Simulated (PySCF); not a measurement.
VOF2, SMILES [O]=[V]([F])[F] (connectivity only; charge and spin as stated), neutral, multiplicity 2.

Geometry optimised at B3LYP-D3(BJ)/def2-SVP. A frequency run showed that this geometry is not a minimum. The multiplicity is an assumed one; other spin states were not compared.

Level of theory: PySCF with B3LYP-D3(BJ)/def2-SVP.

Frequencies are harmonic and unscaled.

List the normal modes with their intensities. (The exact figures need the calculation; the answer reports its results.)


```csv
mode,ν (cm⁻¹),IR (km/mol),moving atoms (share of kinetic energy)
1,55i,58.2,"V 51 %, F 30 %, O 19 %"
2,198,10.8,"F 75 %, V 18 %"
3,284,5.7,"O 57 %, F 32 %, V 10 %"
4,699,55.3,F 89 %
5,821,194.5,"F 59 %, V 41 %"
6,1143,183.9,"O 74 %, V 26 %"
```
